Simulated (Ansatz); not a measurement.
System: sum formula SiClF₂ (charge -1, singlet). It need not be the lowest isomer of its formula. Whether it binds its extra electron was not tested at this geometry. 
Structure (B3LYP-D3(BJ)/def2-TZVP (Ansatz, a first-principles code) minimum search):
```
Si
F 1 1.6670
F 1 1.6670 2 97.00
Cl 1 2.3008 2 96.38 3 97.27
```
Charge -1, spin multiplicity 1.

Parts of the frozen-core correlation energy in STO-3G (Ansatz, hartree). Frozen orbitals: 12; correlated occupied orbitals by spin: 13 and 13; virtual: 3 and 3. No spin-orbit coupling. Non-relativistic.

```
term                            value
-------------------------  ----------
reference (HF)             -936.24415
MP2 opposite-spin            -0.04663
MP2 same-spin                -0.00860
CCSD correlation             -0.06777
(T)                          -0.00406
FCI minus CCSD(T)            -0.00064
T1 diagnostic                   0.011
largest doubles amplitude       0.067
```
